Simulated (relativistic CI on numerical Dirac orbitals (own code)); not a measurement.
# Hyperfine structure of Tb XIX, mass number 157

Calculated at this level of theory: Dirac-Coulomb-Breit CI, separate exchange-only KLI orbitals for each configuration, model QED, unscaled Slater integrals (own radial code, finite nucleus).

CI space (outside the closed core [Ar] 3d10 4s2): 4p6.4d10.4f, 4p6.4d10.5s, 4p6.4d10.5p, 4p6.4d9.4f2, 4p6.4d10.5d, 4p6.4d9.5s2, 4p5.4d10.4f2, 4p6.4d10.5f, 4p6.4d9.4f.5s, 4p6.4d10.6s, 4p6.4d9.5s.5p, 4p6.4d10.6p, 4p6.4d9.5p2, 4p6.4d10.5g, 4p6.4d9.4f.5p, 4p6.4d9.5s.5d. Levels of other configurations are missing.

Nuclear spin I = 3/2, μ = 2.03 μN, Q = 1.4 b (tables of Stone and Pyykkö). The electronic factors are computed for point nuclear moments, without core polarisation or the Bohr-Weisskopf and QED corrections.

```
              Level  E (cm⁻¹)  A (GHz)  B (GHz)
4p6.4d10.4f 2F°_5/2         0    2.637      2.8
4p6.4d10.4f 2F°_7/2     10087    1.432     3.18
 4p6.4d10.5s 2S_1/2    264667    284.8         
4p6.4d10.5p 2P°_1/2    514202    83.59         
4p6.4d10.5p 2P°_3/2    605499    11.48     22.7
 4p6.4d10.5d 2D_3/2    996109    5.102     3.52
 4p6.4d10.5d 2D_5/2   1014113    2.031     4.43
 4p6.4d9.4f2 4F_3/2   1155114   0.5651   -0.809
```

Levels with J = 0, under 50 % of one LS term, or S terms without an open s electron are left out. Small factors come from cancelling terms and can be off by tens of per cent or more.

At this charge transitions that keep the count of f electrons are usually good to a few per cent. Terms inside the open d or f shell come out 10 to 20 % too wide with unscaled integrals. Levels that differ in their count of f electrons can be misplaced by several ten thousand cm⁻¹, since the correlation energy of f electrons is missing or only estimated; rates across such gaps can be off by orders of magnitude.

Task: Give the hyperfine levels of 4p6.4d10.4f 2F°_5/2 relative to its centre of gravity.

Result: With K = F(F + 1) − I(I + 1) − J(J + 1), E = AK/2 + B[¾K(K + 1) − I(I + 1)J(J + 1)]/[2I(2I − 1)J(2J − 1)]: F = 1: -11.88, F = 2: -8.852, F = 3: -2.202, F = 4: 10.59 GHz.

LS names give the leading component of a level, which can be under half, so a name can repeat, a term be missing and a line seem to break the LS rules.
